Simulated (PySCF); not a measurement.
Correlation energy of Te (tellurium, neutral)

[Kr] 4d10 5s2 5p4, high-spin 3P determinant. Computed with PySCF 2.14 in cc-pVDZ-PP with ECP28MDF, with a scalar-relativistic core potential. Frozen: 4s2 4p6 4d10; 6 electrons correlated.

MP2 pair energies summed by pair of shells (mhartree):

```tsv
pair	energy	share (%)
5p-5p	-28.55	47.4
5s-5p	-26.56	44.1
5s-5s	-5.12	8.5
```

Total MP2 correlation energy: -60.23 mhartree.

Same-spin part -15.13 and opposite-spin part -45.10 mhartree; SCS-MP2 scales them by 1/3 and 6/5 to -59.16 mhartree.

| level | correlation energy (mhartree) |
| --- | --- |
| CCSD | -73.96 |
| (T) | -0.73 |
| CCSD(T) | -74.69 |

Diagnostics: T1 = 0.0069, D1 = 0.0220, largest double amplitude 0.055.

Cost of the coupled-cluster step: 0.15 s of wall time on 1 thread of Neoverse-N1 (shared host), for 6 correlated electrons.
